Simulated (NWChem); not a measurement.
Species: BH$_{3}$S; SMILES SB

```xyz
5

B      0.0078    -1.2040     0.0000
H      1.0698    -1.7727     0.0000
H     -1.0441    -1.7896     0.0000
S      0.0836     0.5634     0.0000
H     -1.2407     0.8368     0.0000
```
Atoms are numbered in this order, from 1.

All runs: NWChem. Pople sets run with spherical d functions. Structure relaxed at the PBE0/def2-SVP level. Vzz is the largest principal value of the second derivative of the potential at the nucleus (NWChem prints the opposite sign); η is the asymmetry. Non-relativistic.

For level CAM-B3LYP/6-31G*:

- Vzz B1 (a.u.) = 0.449
- Vzz S4 (a.u.) = 1.624

**Question.** Estimate the same quantities for level PBE0/6-31G*.

**Answer.** 
| Property | Result |
|---|---|
| Vzz B1 (a.u.) | 0.431 |
| Vzz S4 (a.u.) | 1.545 |
